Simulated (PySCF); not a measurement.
Compound: C₅H₉NO₂.
Geometry (GFN2-xTB, Å), atoms numbered from 1 in this order:
```xyz
17
C5H9NO2 angstrom
C     -2.2236   -0.3801   -0.3658
O     -1.0864    0.4181   -0.5749
C     -0.0022    0.1595    0.2958
C      0.8490    1.4401    0.3196
O      1.3222    1.7608   -0.9591
C      0.8572   -1.0246   -0.2007
C      1.6934   -1.5225    0.8567
N      2.3367   -1.9109    1.7182
H     -2.9852   -0.0079   -1.0483
H     -2.5831   -0.2921    0.6662
H     -2.0329   -1.4372   -0.5833
H     -0.3761   -0.0483    1.3102
H      0.2424    2.2596    0.7288
H      1.7253    1.2911    0.9543
H      0.5551    1.8225   -1.5425
H      0.2177   -1.8367   -0.5561
H      1.4835   -0.6793   -1.0289
```

Method used: PySCF, TDDFT B3LYP/def2-SVPD, vertical, gas phase, core orbitals frozen in the response.

Transition dipole moments from the ground state, in atomic units and in the frame of the coordinates above (overall signs are arbitrary), for the states with f of 0.002 or more among the lowest 7:

| state | E (eV) | μx | μy | μz |
| --- | --- | --- | --- | --- |
| S1 | 6.884 | 0.029 | -0.118 | -0.028 |
| S2 | 7.214 | -0.216 | 0.022 | 0.063 |
| S3 | 7.410 | 0.042 | -0.142 | 0.129 |
| S4 | 7.599 | -0.215 | 0.315 | -0.079 |
| S5 | 7.630 | -0.187 | 0.155 | -0.116 |
| S6 | 7.748 | -0.001 | -0.258 | -0.148 |
| S7 | 7.798 | -0.289 | 0.252 | 0.066 |

(1) What oscillator strength does each state have?

(2) Which bond between heavy atoms lies closest to the direction of the S7 transition dipole?

(3) What angle do the transition dipoles of S5 and S7 make?

(4) How is the summed strength of these states shared among x, y and z?

Results:

(1) f = (2/3) ΔE |μ|² with ΔE in hartree (27.2114 eV).

```csv
state,|μ|² (au),|μ| (D),f
S1,0.015,0.32,0.003
S2,0.051,0.57,0.009
S3,0.038,0.50,0.007
S4,0.152,0.99,0.028
S5,0.073,0.69,0.014
S6,0.088,0.76,0.017
S7,0.151,0.99,0.029
```

(2) C3–C6, at 15° from it; next O2–C3 at 54°.

(3) |cos θ| = |μa·μb| / (|μa| |μb|) = 0.82, so θ ≈ 35° (taken between 0 and 90°, since the signs are arbitrary).

(4) (2/3) Σ ΔE μα² gives 0.040 for x, 0.054 for y and 0.013 for z, 0.106 in all.

One conformer stands for the species.
